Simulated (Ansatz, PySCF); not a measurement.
System: C5H5, net charge 0, doublet state. It need not be the lowest isomer of its formula. SMILES: C1C=CC[C]=1
Geometry from a B3LYP-D3(BJ)/def2-TZVP (Ansatz, a program for electronic structure) optimisation:
```xyz
10

C     -0.9564     0.8257    -0.1996
C      0.3237     1.1823    -0.1517
C      1.2486     0.0403     0.0928
C      0.2635    -1.1046     0.1866
C     -0.9852    -0.6374     0.0176
H     -1.8225     1.4491    -0.3617
H      1.8291     0.1635     1.0125
H      1.9664    -0.0967    -0.7220
H      0.5548    -2.1293     0.3633
H     -1.8931    -1.2247     0.0338
```
Charge 0, spin multiplicity 2.

Property: atomisation energy (electronic, to ground-state atoms), in kcal/mol. Cores are frozen in the correlated levels unless marked. UHF or UKS for open shells. No spin-orbit coupling. No relativistic terms. The coupled-cluster limit lacks core correlation, which all-electron functionals hold. CBS(X,Y): correlation extrapolated as X^-3; Hartree-Fock from the larger set. The bracket is a focal-point correction in the basis named.

```tsv
level	program	atomisation energy (kcal/mol)
HF/cc-pVDZ	Ansatz	775.5
HF-D3(BJ)/def2-TZVPD	PySCF + dftd3	831.1
r2SCAN/def2-TZVPD	Ansatz	1066.3
PBE0/STO-3G	Ansatz	1242.9
BHLYP-D3(BJ)/def2-TZVPD	Ansatz + dftd3	1026.6
BHLYP/def2-TZVPD	Ansatz	1020.0
TPSSh-D4/def2-TZVPD	PySCF + dftd4	1065.4
```

Predict the RI-MP2/CBS(cc-pVTZ,cc-pVQZ)+[CCSD(T)-MP2]/cc-pVTZ result (Ansatz).

1053.1 kcal/mol, so TPSSh-D4/def2-TZVPD differs from it by 12.3 kcal/mol.
